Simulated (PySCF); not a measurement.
A side-by-side comparison of computed properties.

First species: C₄H₇Cl₃Si₂.
SMILES: `ClC([Si@H](C#CC)[SiH2]Cl)Cl`

Second species: C5H11ClO2Si.
SMILES: `C[C@H](Cl)/C(=C\O[SiH3])CO`

Levels: PBE0/pcSseg-1 for dipole moment, HOMO energy, LUMO energy and HOMO–LUMO gap; GFN2-xTB for rotational constant A and rotational constant C. Geometries: GFN2-xTB. Each structure is a single optimised conformer of the isolated species, non-relativistic unless stated. Electronic properties by PySCF.

Dipoles, sizes and rotational constants follow the conformer. The torsions of the flexible species, by atom-mapped SMILES:
- `[CH3:1][C:2]#[C:3][Si@H:4]([SiH2:5][Cl:6])[CH:7]([Cl:8])[Cl:9]`: C3–Si4–Si5–Cl6 -179°, C3–Si4–C7–Cl8 66°
- `[CH3:1][C@H:2]([Cl:3])/[C:4](=[CH:5]\[O:6][SiH3:7])[CH2:8][OH:9]`: C1–C2–C4–C5 -127°, C4–C5–O6–Si7 -179°, C2–C4–C8–O9 161°, H–O9–C8–C4 -63°

```
             property   column X   column Y
        dipole moment     4.44 D     2.13 D
          HOMO energy   -7.78 eV   -6.77 eV
          LUMO energy   -1.00 eV   -0.12 eV
        HOMO–LUMO gap    6.78 eV    6.65 eV
rotational constant A  0.829 GHz  1.347 GHz
rotational constant C  0.353 GHz  0.527 GHz
```

(1) Which column belongs to which species?

(2) How does each property change from the first species to the second?

## Answers

(1) Column X is the first species and column Y the second. The first has 16 atoms and 110 electrons, the second 20 and 88.

(2) dipole moment -2.31 D; HOMO energy +1.01 eV; LUMO energy +0.88 eV; HOMO–LUMO gap -0.13 eV; rotational constant A +0.518 GHz; rotational constant C +0.174 GHz.

On the first: The dipole matches unit charges of opposite sign 0.92 Å apart (1 e·Å = 4.8032 D).

On the second: A dipole of 2.13 D is allowed in C1, and pure rotational transitions are dipole-allowed. The dipole equals about 7.1 × 10⁻³⁰ C·m (1 D = 3.33564 × 10⁻³⁰ C·m).
